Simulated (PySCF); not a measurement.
**Electron correlation in S(3+) (sulfur, charge +3)**

[Ne] 3s2 3p1, 2P determinant. Calculation: PySCF 2.14, in aug-cc-pV(T+d)Z with one added diffuse shell each of s, p, d, f type (7s6p5d3f, 71 functions); the non-relativistic Hamiltonian (point nucleus). Frozen: [Ne]; 3 electrons correlated.

```json
{"level": "CCSD", "correlation energy (mhartree)": "-70.70"}
{"level": "(T)", "correlation energy (mhartree)": "-1.02"}
{"level": "CCSD(T)", "correlation energy (mhartree)": "-71.72"}
```

Diagnostics: T1 = 0.010, D1 = 0.0239, largest double amplitude 0.107.

Cost of the coupled-cluster step: roughly 10 core-seconds, for 3 correlated electrons.

Iterations:

```
CC2 = 0
CCSD nocc = (np.int64(2), np.int64(1)), nmo = (66, 66)
frozen orbitals [[0, 1, 2, 3, 4], [0, 1, 2, 3, 4]]
max_cycle = 100
direct = 0
conv_tol = 1e-08
conv_tol_normt = 1e-06
diis_space = 8
diis_start_cycle = 0
Init t2, MP2 energy = -0.0503351606030274
Init E_corr(UCCSD) = -0.0503351606032221
cycle = 1  E_corr(UCCSD) = -0.0631787559115659  dE = -0.0128435953  norm(t1,t2) = 0.0486357
cycle = 2  E_corr(UCCSD) = -0.0675840649050845  dE = -0.00440530899  norm(t1,t2) = 0.0204782
cycle = 3  E_corr(UCCSD) = -0.0707050820720308  dE = -0.00312101717  norm(t1,t2) = 0.00932806
cycle = 4  E_corr(UCCSD) = -0.0706842927071308  dE = 2.07893649e-05  norm(t1,t2) = 0.00104964
cycle = 5  E_corr(UCCSD) = -0.0707043124032305  dE = -2.00196961e-05  norm(t1,t2) = 0.000122351
cycle = 6  E_corr(UCCSD) = -0.0706982416845098  dE = 6.07071872e-06  norm(t1,t2) = 2.1277e-05
cycle = 7  E_corr(UCCSD) = -0.0707005334316001  dE = -2.29174709e-06  norm(t1,t2) = 6.30983e-06
cycle = 8  E_corr(UCCSD) = -0.0706998908620038  dE = 6.42569596e-07  norm(t1,t2) = 1.84491e-06
cycle = 9  E_corr(UCCSD) = -0.0706998773830983  dE = 1.34789055e-08  norm(t1,t2) = 1.69657e-07
cycle = 10  E_corr(UCCSD) = -0.0706998925401724  dE = -1.51570741e-08  norm(t1,t2) = 5.44903e-08
cycle = 11  E_corr(UCCSD) = -0.0706998904227695  dE = 2.11740292e-09  norm(t1,t2) = 2.5177e-08
UCCSD converged
E(UCCSD) = -395.1508430215331  E_corr = -0.07069989042276953
UCCSD(T) correction = -0.00101738906382829
```
